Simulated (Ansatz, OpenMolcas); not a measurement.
## How basis sets differ on Si2H3F3 (SMILES F[Si](F)(F)[SiH3])

Si2H3F3 has 8 atoms, charge 0, and is taken as a singlet. As SMILES, `F[Si](F)(F)[SiH3]`. The coordinates come from a PBE0-D4/def2-TZVP relaxation.

Each level gives the dipole moment (D). The values are calculated.

```csv
level,kind,program,value (D)
HF/STO-3G,Hartree–Fock,Ansatz,1.60
HF/3-21G,Hartree–Fock,OpenMolcas,2.73
HF/cc-pVDZ,Hartree–Fock,OpenMolcas,2.44
HF/def2-SVP,Hartree–Fock,Ansatz,2.28
```

The values span 1.60 to 2.73 D. Magnitudes only. Sets without polarisation functions give poor dipoles.
